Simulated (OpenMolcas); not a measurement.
Co2+ with 4 ligands (chloride) in tetrahedral coordination (Td) at 2.34 Å. A charge of +0.5 e stands 2.4 Å behind each ligand. Ligand basis ANO-RCC-VDZP.
```
Co    0.0000    0.0000    0.0000
Cl    1.3510    1.3510    1.3510
Cl    1.3510   -1.3510   -1.3510
Cl   -1.3510    1.3510   -1.3510
Cl   -1.3510   -1.3510    1.3510
```

```json
{
 "Program": "OpenMolcas 26.06",
 "Method": "SS-CASPT2, IPEA 0.25 Eh, imaginary shift 0.1 Eh (closed shells correlated: 3s 3p and the ligand valence shells)",
 "Basis": "ANO-RCC-VTZP [6s5p3d2f1g]",
 "Scalar Hamiltonian": "DKH2, point nucleus",
 "Active space": "7 electrons in 5 orbitals (3d)",
 "State averaging": "2S+1 = 4 even, 10 roots; 2S+1 = 2 even, 40 roots",
 "Spin-orbit coupling": "RASSI with atomic mean-field integrals over the reference wave functions"
}
```

(1) What is the spin-free ground state (labels of Td)?

(2) Where is the first state of the same spin?

(3) What are the lowest two levels with spin-orbit coupling?

(4) What is χT at 300 K, and how does it compare with the textbook value?

Results:

(1) 4A2, 1-fold in its orbital part, 100 % from free-ion F terms; it has the highest spin that d7 allows.

(2) 4T2 at 2220 cm-1 above the ground state.

(3) A 4-fold level Γ8, then a 4-fold level Γ8 2050 cm-1 above it. Their leading multiplicities are 4 (100 %) and 4 (100 %).

(4) The lowest level has 2S+1 = 4, for which the spin-only value is χT = S(S+1) / 2 = 1.875 cm3 K/mol (g = 2). The computed 3.184 at 300 K differs by +1.309, through orbital momentum, spin-orbit coupling and any other state in reach.

Roots that are degenerate in the reference are averaged as groups; the widest CASPT2 spread within a group is 480 cm-1 (the 2-fold group of multiplicity 2 near 53100 cm-1 above the lowest state of its run). Shifts and gaps below about the spread of the groups concerned are not significant. Over all roots computed the reference weight is 0.71 to 0.74; a low but even weight reflects the number of correlated electrons. A single d shell leaves out the double-shell effect, which counts most for late 3d ions, where the CASPT2 field can be off either way by tens of per cent. Ligand-to-metal charge-transfer states are missing. These CASPT2 states fit no ligand-field parameters well, so their order and spin gaps are uncertain. For late 3d ions with one d shell CASPT2 can put B and the spin-flip bands somewhat low as well as high. With one d shell and no ligand orbital active, 10Dq can be off by tens of per cent for divalent 3d ions, low with halides held by bare charges and at times high in hosts, and the orbital part of g and χT goes as 1/10Dq. Free-ion shares, where given, are those of the reference states; single-state CASPT2 does not remix them. No measured value stands beside these numbers; the geometry was imposed, not optimised, and the real ion may take another.
